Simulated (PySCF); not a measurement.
C2H2F, SMILES [CH]=CF, multiplicity 2. Atoms are numbered in the order given.

```xyz
5

C      0.1104    -1.2565     0.0000
C     -0.4443    -0.0816     0.0000
F      0.2732     1.0762     0.0000
H      1.0545    -1.7674     0.0000
H     -1.5100     0.1106     0.0000
```
Charge 0, spin multiplicity 2.

The structure is a stationary point at B3LYP-D3(BJ)/def2-TZVP. The isomer is the one that the SMILES or the coordinates give; other isomers of the formula were not compared.

Computed with PySCF with CAM-B3LYP/def2-TZVPD.

Problem. Estimate the frontier levels, dipole moment and polarisability. (Estimate from the structure and the level; the computed values follow.)

Solution. 
The α spin, highest occupied and lowest empty level comes out as -9.41 and 1.12 eV and the β spin, highest occupied and lowest empty level comes out as -9.36 and -1.80 eV. The dipole moment is 1.07 D, the quadrupole, principal values (traceless, Buckingham form, about the centre of nuclear charge) is -3.21, -2.00, 5.21 D·Å and the mean static polarisability is 26.7 bohr³ (3.95 Å³). The polarisability, principal values is 20.9, 24.0, 35.1 bohr³ and the ⟨S²⟩ is 0.760 (pure state 0.75).
